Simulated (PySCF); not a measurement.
How methods differ on the ionisation energy of Cl(2+)

Cl(2+) [Ne] 3s2 3p3 (4S) → Cl(3+) [Ne] 3s2 3p2 (3P), as a difference of total energies. Calculation: PySCF 2.14, in aug-cc-pVQZ-DK (7s6p4d3f2g, 84 functions); scalar relativity by spin-free X2C-1e. Correlated levels: valence: [Ne] frozen. The calculations carry no spin-orbit coupling.

```tsv
method	ionisation energy (eV)
UHF	38.961
MP2 (valence)	39.658
SCS-MP2 (valence)	39.457
CCSD (valence)	39.578
CCSD(T) (valence)	39.620
```

How much does correlation contribute at CCSD(T) (valence)?

39.620 − (38.961) = 0.659 eV, measured against UHF.

A first-order spin-orbit estimate (lowest level to lowest level, LS coupling) adds -0.101 eV.

Errors of the correlated levels include the incompleteness of this basis and the frozen core.

For comparison: 39.8 ± 0.11 eV (semi-empirical (NIST evaluation); NIST Atomic Spectra Database, ionization energies).
